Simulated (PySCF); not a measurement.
B3LYP has the VWN-RPA correlation part, as in Gaussian. 

Cartesian coordinates (Å):
```xyz
9

Ti     0.0802    -0.0806    -0.1011
O      0.9681     0.8950    -1.3387
H      0.8218     0.8632    -2.3013
O     -0.3398     1.0083     1.2827
H     -0.2582     0.7687     2.2237
O      1.1156    -1.4488     0.4733
H      2.0783    -1.5169     0.3393
O     -1.4240    -0.7821    -0.8193
H     -2.3287    -0.4480    -0.6817
```
Charge 0, spin multiplicity 1.

### Question
What charge on the central atom (meta-Löwdin), HOMO–LUMO gap, HOMO, dipole moment and LUMO does B3LYP-D3(BJ)/def2-TZVP // BP86-D3(BJ)/def2-SVP in PySCF give?

### Answer

| Item | Value |
|---|---|
| charge on the central atom (meta-Löwdin) | 1.49 e |
| HOMO–LUMO gap | 7.16 eV |
| HOMO | -8.74 eV |
| dipole moment | 0.05 D |
| LUMO | -1.59 eV |
